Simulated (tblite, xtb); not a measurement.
Cl₆W, charge +1, doublet, at a GFN2-xTB geometry (such geometries of metal compounds can be far from the true shape) (the multiplicity is a formal guess). Base run: GFN1-xTB in xtb.

Input for xtb:
```
$ xtb mol.xyz --gfn 1 --chrg 1 --uhf 1 --json

# file mol.xyz
7

W     -0.09587042    -0.05254295     0.20143651
Cl     1.91016523     0.84070503    -1.06707541
Cl     0.86905186     0.19837681     2.14553329
Cl    -0.29585744     0.04403604    -2.32480006
Cl    -2.10446551    -0.87546033     0.45023518
Cl    -0.80141856     2.05683636     0.10282837
Cl     0.83984273    -2.03577753    -0.18356266
```

Programs used: tblite, xtb; a row that names a program was run with it.

Each row names what was changed in the base input (with any setting that the change needs).

```json
[
 {"change": "base", "ΔE vs base (kJ/mol)": "0.00", "G_solv (kcal/mol)": "-", "SCF cycles": "9"},
 {"change": "program = tblite; method = gfn1", "ΔE vs base (kJ/mol)": "0.00", "G_solv (kcal/mol)": "-", "SCF cycles": "-"},
 {"change": "program = tblite; method = gfn1; option = (--etemp, 2000)", "ΔE vs base (kJ/mol)": "-3.47", "G_solv (kcal/mol)": "-", "SCF cycles": "-"},
 {"change": "gbsa = methanol", "ΔE vs base (kJ/mol)": "-274.6", "G_solv (kcal/mol)": "-68.51", "SCF cycles": "10"},
 {"change": "program = tblite; method = gfn1; option = (--guess, eeq)", "ΔE vs base (kJ/mol)": "0.00", "G_solv (kcal/mol)": "-", "SCF cycles": "-"},
 {"change": "program = tblite; method = gfn1; option = --grad", "ΔE vs base (kJ/mol)": "0.00", "G_solv (kcal/mol)": "-", "SCF cycles": "-"},
 {"change": "program = tblite; method = gfn1; option = --spin-polarized", "ΔE vs base (kJ/mol)": "-10.58", "G_solv (kcal/mol)": "-", "SCF cycles": "-"},
 {"change": "acc = 1000", "ΔE vs base (kJ/mol)": "-0.01", "G_solv (kcal/mol)": "-", "SCF cycles": "5"},
 {"change": "acc = 30", "ΔE vs base (kJ/mol)": "0.00", "G_solv (kcal/mol)": "-", "SCF cycles": "7"},
 {"change": "gbsa = thf", "ΔE vs base (kJ/mol)": "-208.8", "G_solv (kcal/mol)": "-50.10", "SCF cycles": "10"}
]
```

ALPB and GBSA are two models with their own fitted parameters for each solvent, which aren't always the measured dielectric constant.
